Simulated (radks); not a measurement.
The numbers below are computed, except where a source is named.
Problem. The mean radii <r> (bohr) of the occupied orbitals of an atom or ion are listed with their occupations. Code: a radial shooting solver on a logarithmic mesh with Libxc functionals. Model: scalar-relativistic Kohn-Sham, r2SCAN, spin-polarised, spherical densities, finite nucleus; meta-GGA in the generalised Kohn-Sham scheme; Fermi nuclear charge, rms radius of each element as measured or else 0.836 A^(1/3) + 0.57 fm.

orbital  occ.      <r>
1s down     1  0.04150
1s up       1  0.04150
2s up       1   0.1831
2s down     1   0.1826
2p up       3   0.1600
2p down     3   0.1594
3s up       1   0.4981
3s down     1   0.5022
3p up       3   0.4972
3p down     3   0.5021
3d up       5   0.4702

Name the element and its charge. Open shells, if any, are filled with parallel spins first.

Solution. Z = 36, krypton, charge +13: Kr13+ in [Ar] 3d5. The 1s radius gives Z: for a bare nucleus <r> = (2 gamma + 1)/(2Z) with gamma = sqrt(1 - (Z/c)^2), 0.04069 bohr for Z = 36, and screening makes it slightly larger (0.04150 here). The occupations add up to 23, and the charge is Z minus that.
